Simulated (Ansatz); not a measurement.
C2H6AlNO3, SMILES `CC#[N+][Al-]([OH])([OH])[OH]` at its PBE0-D4/def2-TZVP geometry, where that method's forces vanish. Total charge 0; spin multiplicity 1.

```xyz
13

C    -2.1432    1.9747    0.2870
C    -1.0881    1.0025    0.1453
N    -0.2528    0.2327    0.0333
Al    1.2241   -1.1280   -0.1639
O     1.1407   -1.8769    1.3791
O     2.5523   -0.0790   -0.4549
O     0.6234   -2.0211   -1.5019
H    -2.9867    1.6947   -0.3458
H    -2.4692    2.0124    1.3275
H    -1.7777    2.9581   -0.0128
H     1.8627   -1.7635    1.9938
H     2.9710   -0.0814   -1.3133
H     0.3434   -2.9251   -1.3734
```

Question: What forces (eV/Å) does r2SCAN-D4/def2-TZVPP give on these atoms in the Gaussian-basis code of Ansatz? (An estimate is asked.)

Answer: Computed: 
```
C1   0.029 -0.027 -0.004
C2  -0.493  0.454  0.066
N3   0.498 -0.458 -0.067
Al4 -0.060  0.055  0.008
O5  -0.004 -0.006  0.006
O6   0.007  0.006  0.003
O7  -0.001 -0.001 -0.010
H8   0.010  0.014  0.015
H9  -0.002  0.007 -0.022
H10 -0.017 -0.014  0.008
H11  0.016 -0.010  0.038
H12  0.031  0.016 -0.024
H13 -0.015 -0.035 -0.018
```
